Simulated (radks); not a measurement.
Question: The holmium ion Ho12+, [Kr] 4d10 4f7 5s2. All-electron calculation, non-relativistic Kohn-Sham, exchange-only PBE, spin-polarised, spherical densities, point nucleus. Program: a radial shooting solver on a logarithmic mesh with Libxc functionals. Every spin shell is full or empty, so the densities are truly spherical. Functionals are evaluated on that one density, not self-consistently. Rank these orbital-free kinetic functionals by their error against the exact value of the orbitals, and give that value: Thomas-Fermi, TF + vW, LC94, Perdew 92, Thakkar, LKT, PG1, DePristo-Kress, Ernzerhof.

Answer: Exact: 12022.0 hartree. From best to worst, with 100 (|E| - |E exact|)/|E exact| (equal figures are ties): LC94 -0.01, DePristo-Kress -0.20, Ernzerhof -0.49, Perdew 92 -0.72, Thakkar -0.74, Thomas-Fermi -4.94, PG1 +13.45, LKT +17.20, TF + vW +32.97.
